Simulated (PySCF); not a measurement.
**Unknown compound**

An unknown has the formula C8H9N3. Its calculated NMR data are:

1H NMR (600 MHz, computed): δ 7.47 (s, 1H), 3.46 (q, 2H), 3.03 (s, 3H), 1.43 (t, 3H).

13C{1H} NMR (computed): δ 167.9 (C), 161.7 (C), 133.4 (CH), 122.2 (C), 113.9 (C), 34.2 (CH2), 24.8 (CH3), 18.1 (CH3).

PySCF calculation with shieldings: GIAO PBE0/pcSseg-1 and geometry from GFN2-xTB; one averaged value for each set of equivalent atoms, non-relativistic, gas phase, a single conformation.

References, each an isolated molecule treated in the same way: 1H, 13C vs TMS.

Question: Which of these isomers gave the spectra?
A. CC(C)c1cnnc(C#N)c1
B. Cc1cccc2nnn(C)c12
C. CCc1nnc(C)cc1C#N

Answer: C. 

The formula gives 6 degrees of unsaturation (1 ring in the answer). 8 carbon signals for 8 carbons: no two carbons are equivalent. Carbon types of the structure: 4 × C, 1 × CH, 1 × CH2, 2 × CH3, which accounts for all hydrogens. δC 167.9, 161.7: substituted aromatic carbon next to a ring nitrogen. δC 133.4: aromatic CH; the aromatic region. δC 122.2: nitrile carbon; C≡N carbons fall here, among the sp2 signals but without a proton. δC 113.9: substituted aromatic carbon. δH 7.47: hydrogen on an aromatic CH; ring-current deshielding.

The others: CC(C)c1cnnc(C#N)c1 would give 7 carbon signals, not 8; Cc1cccc2nnn(C)c12 would give 5 signals for carbon-bound and other non-exchanging H, not 4.

Shifts are as computed. Against solution values, carbons near 30 ppm lie about +3 ppm off and those near 130 ppm about +5 ppm. Of 1211 compounds with measured shifts, 218 miss one by over three times the rms of a fit or turn the order of signals round; such compounds aren't used in these exercises. No couplings were computed; multiplicities are counted from neighbouring protons, with m where these are inequivalent, close in shift, in a saturated or five-membered ring or joined by F or P, and br s for small geminal =CH2 splittings.
